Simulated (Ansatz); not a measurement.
```xyz
6

Be   -1.0500   -1.8187    0.0000
Be    2.1000    0.0000    0.0000
Be   -1.0500    1.8187    0.0000
Be    1.0500    1.8187    0.0000
Be    1.0500   -1.8187    0.0000
Be   -2.1000    0.0000    0.0000
```

Basis set: 6-31G (spherical functions). All electrons are correlated. Charge 0, multiplicity 1.

Computed with Ansatz (development build ahead of 0.2.0); each method stands on the lowest determinant of its kind that the runs found. Restricted open shells among the atoms or ions are ROHF, correlated in semicanonical orbitals with singles.

The atomization energy at this shape (free ground-state atoms in the same class of orbitals less the molecule, no zero-point energy) of singlet Be6:

```csv
method,atomization energy
RHF-MP2,82.32 kcal/mol
```

(1) What does RHF give?

## Answers

(1) 92.56 kcal/mol.

This basis has no polarisation functions and is too small for such energies, which can lie far from measured ones in either direction.
